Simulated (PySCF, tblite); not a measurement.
Isomers of C5H8FOP, one GFN2-xTB conformer each. Single-point energies are computed at PBE0/pcSseg-1 (PySCF, gas phase, no added dispersion term), electronic only.

Question: Rank them by PBE0/pcSseg-1 energy, lowest first (kJ/mol).
A. `[CH3:1][O:2][C:3]1=[C:4]([F:5])[CH2:6][PH:7][CH2:8]1` with C1–O2–C3–C4 -1°, C3–C4–C6–P7 17°, C4–C6–P7–C8 -21°, C6–P7–C8–C3 22°, O2–C3–C8–P7 165°
B. `[CH3:1][P@@:2]1(=[O:3])[CH:4]=[C:5]([F:6])[CH2:7][CH2:8]1` with C1–P2–C4–C5 98°, C4–C5–C7–C8 16°, C5–C7–C8–P2 -21°, C1–P2–C8–C7 -89°

Answer: B (0.0), A (144.4).

As drawn, the lower has a P=O bond, which the higher lacks. GFN2-xTB itself gives, in the same order: 0.0, 155.8. Both levels put the same isomer lowest.

Q: Which frontier levels, dipoles and rotational constants go with these structures?

A: 
```tsv
SMILES	HOMO (eV, PBE0/pcSseg-1)	LUMO (eV)	dipole (D)	A, B, C (MHz)
C[P@@]1(=O)C=C(F)CC1	-7.63	-0.35	3.98	3171, 1196, 1134
COC1=C(F)CPC1	-6.28	0.56	0.78	3030, 1285, 934.6
```

Q: What happens when harmonic zero-point energies from GFN2-xTB frequencies are added?

A: 
```
              SMILES  ZPE (kJ/mol)  electronic (kJ/mol)  with ZPE (kJ/mol)
C[P@@]1(=O)C=C(F)CC1         315.6                  0.0                0.0
       COC1=C(F)CPC1         312.3                144.4              141.1
```

The zero-point energies span 3.3 kJ/mol. The order is unchanged.
